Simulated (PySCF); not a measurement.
Two species compared at the same levels of theory.

First species: C6H9FOSi.
SMILES: `C(/C=C(/F)[SiH2]C(=C)C)=O`

Second species: C4H11NO2Si.
Geometry (GFN2-xTB, Å), atoms numbered from 1 in this order:
```
atom  x, y, z in Å
C1    -2.6282   -0.7547   -0.3927
N2    -1.2310   -0.3835   -0.4258
C3    -0.9725    0.9404   -0.9317
C4    -0.3155   -1.2492    0.0491
O5    -0.6090   -2.3659    0.4357
C6     1.1477   -0.7974    0.0614
O7     1.3130    0.4245    0.7128
Si8    2.6792    1.1414    1.2126
H9    -3.1942   -0.0358    0.2032
H10   -3.0364   -0.7794   -1.4056
H11   -2.7071   -1.7438    0.0534
H12   -1.3126    1.6949   -0.2166
H13   -1.5202    1.0767   -1.8677
H14    0.0844    1.0970   -1.1153
H15    1.5157   -0.7326   -0.9729
H16    1.7111   -1.5874    0.5688
H17    2.0870    2.3205    1.8208
H18    3.5460    1.4533    0.0693
H19    3.4329    0.2901    2.1335
```

Levels: PBE0/pcSseg-1 for dipole moment, HOMO energy, LUMO energy and HOMO–LUMO gap; GFN2-xTB for rotational constant A and rotational constant C. Geometries: GFN2-xTB. All species are isolated and taken at one optimised geometry, non-relativistic unless stated; the electronic structure was computed with PySCF and density fitting.

The conformers computed, where there is a choice (atom-mapped SMILES and torsion angles):
- `[CH2:1]=[C:2]([CH3:3])[SiH2:4]/[C:5]([F:6])=[CH:7]\[CH:8]=[O:9]`: C1–C2–Si4–C5 7°, C2–Si4–C5–F6 -116°, C5–C7–C8–O9 -179°
- `[CH3:1][N:2]([CH3:3])[C:4](=[O:5])[CH2:6][O:7][SiH3:8]`: C1–N2–C4–O5 4°, N2–C4–C6–O7 53°, C4–C6–O7–Si8 167°

| property | column X | column Y |
| --- | --- | --- |
| dipole moment | 3.41 D | 3.49 D |
| HOMO energy | -6.94 eV | -7.55 eV |
| LUMO energy | 0.02 eV | -2.02 eV |
| HOMO–LUMO gap | 6.96 eV | 5.53 eV |
| rotational constant A | 3.340 GHz | 1.599 GHz |
| rotational constant C | 0.757 GHz | 0.694 GHz |

(1) Which column belongs to which species?

(2) How does each property change from the first species to the second?

## Answers

(1) Column X is the second species and column Y the first. The first has 18 atoms and 76 electrons, the second 19 and 72.

(2) dipole moment -0.08 D; HOMO energy +0.61 eV; LUMO energy +2.04 eV; HOMO–LUMO gap +1.43 eV; rotational constant A +1.741 GHz; rotational constant C +0.063 GHz.

On the first: A dipole of 3.49 D is allowed in C1, and pure rotational transitions are dipole-allowed. The dipole equals about 11.6 × 10⁻³⁰ C·m (1 D = 3.33564 × 10⁻³⁰ C·m).

On the second: The dipole equals about 11.4 × 10⁻³⁰ C·m (1 D = 3.33564 × 10⁻³⁰ C·m). GFN2-xTB frequencies show an imaginary mode (50i cm⁻¹), so this geometry is no minimum at that level.
